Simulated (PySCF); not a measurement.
BiI3 at several levels of theory

Computed with PySCF 2.14.0 (density fitting, no spin-orbit coupling) at the geometry relaxed with B3LYP:

```xyz
4
BiI3 (singlet)
Bi    0.0000    0.0000    0.8584
I     2.5562    0.0000   -0.4199
I    -1.2781    2.2137   -0.4199
I    -1.2781   -2.2137   -0.4199
```

```csv
level,basis,state,HOMO (eV),gap (eV),charge on Bi1 (e),dipole about the centre of mass (D),largest force component (eV/Å)
B3LYP,"Bi def2-SVP with ECP60, I def2-SVP with ECP28",singlet,-7.26,3.78,0.57,2.83,0.04
M06-L,the same,singlet,-6.48,2.86,0.60,2.77,0.16
TPSSh,the same,singlet,-7.00,3.32,0.57,2.86,0.25
HF,the same,singlet,-9.69,8.99,0.77,3.46,0.26
r2SCAN,the same,singlet,-6.78,2.87,0.58,2.84,0.26
B3LYP,"Bi x2c-SVPall, I x2c-SVPall",singlet,-7.14,3.81,0.61,2.68,0.69
```

Charges are Mulliken's, which hang on the basis. The relaxation used the grid (50, 194), these runs (75, 302) or, all-electron (x2c bases, spin-free X2C Hamiltonian), (99, 590).

(1) What does B3LYP with Bi def2-TZVP with ECP60, I def2-TZVP with ECP28 give here?

## Answers

(1) state singlet, HOMO (eV) -7.36, gap (eV) 3.87, charge on Bi1 (e) 0.69, dipole about the centre of mass (D) 2.66, largest force component (eV/Å) 0.25. Time: 20 s on 2 threads of Arm Neoverse V1, on a shared host, from free ions and atoms.
